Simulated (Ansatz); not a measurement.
Geometry optimisation, RKS B3LYP-D4/def2-SVP (Ansatz 0.2.0).

Input file:

```yaml
crystal:
  periodic: [false, false, false]
  atoms:
    - { symbol: B, position_ang: [0.179905, -0.576666, -0.109342] }
    - { symbol: F, position_ang: [-0.653322, 0.938501, 1.733539] }
    - { symbol: H, position_ang: [1.232928, -0.002505, -0.170948] }
    - { symbol: F, position_ang: [-0.834644, -0.247338, -0.90481] }
    - { symbol: "N", position_ang: [0.009149, -1.746024, 0.779289] }
    - { symbol: H, position_ang: [-0.846746, -2.282072, 0.666319] }
    - { symbol: C, position_ang: [1.073432, -2.397847, 1.515388] }
    - { symbol: H, position_ang: [1.363404, -3.364691, 1.065247] }
    - { symbol: H, position_ang: [1.964263, -1.752925, 1.516465] }
    - { symbol: H, position_ang: [0.79593, -2.591051, 2.566709] }
    - { symbol: H, position_ang: [-0.692799, 0.039518, 1.958445] }
basis:
  gaussian: { orbitals: def2-SVP }
hamiltonian:
  xc: b3lyp
  dispersion: d4
relax:
  f_tol: 0.03
  max_steps: 50
output:
  orbitals: {}
```

Command:

```bash
$ ansatz run input.yaml --threads 2 --pin off --max-ram 3072MiB --backend cpu --events-out ev --progress --plain --runs-dir out
```

Task: Where does it end, and by what steps?

Result: The forces met the threshold. The force dipped under the threshold on the way, but the program's further checks kept it going. After 16 steps the energy has fallen by 0.200 eV; F2 moved furthest, 0.95 Å.

```csv
step,energy less start (eV),largest force component (eV/Å),accepted
0,0.0000,1.961,yes
1,-0.0935,1.744,yes
2,-0.1544,1.153,yes
3,-0.1762,0.464,yes
4,-0.1815,0.241,yes
5,-0.1820,0.217,yes
6,-0.1875,0.276,yes
7,-0.1914,0.081,yes
8,-0.1919,0.099,yes
9,-0.1878,0.786,no
10,-0.1952,0.023,yes
11,-0.1966,0.279,yes
12,-0.1986,0.160,yes
13,-0.1984,0.156,no
14,-0.1997,0.046,yes
15,-0.2001,0.065,yes
16,-0.2004,0.011,yes
```

```xyz
11
Properties=species:S:1:pos:R:3
B 0.211 -0.651 -0.321
F -0.401 0.399 2.471
H 1.268 -0.081 -0.378
F -0.762 -0.349 -1.182
N -0.039 -1.630 0.663
H -0.905 -2.162 0.596
C 0.969 -2.198 1.554
H 1.264 -3.214 1.241
H 1.863 -1.561 1.538
H 0.606 -2.243 2.593
H -0.482 -0.292 1.840
```

Run time: 51 s on 2 threads of Intel(R) Xeon(R) Platinum 8259CL CPU @ 2.50GHz (Skylake/Cascade Lake), on a shared host, peak memory 0.23 GiB.
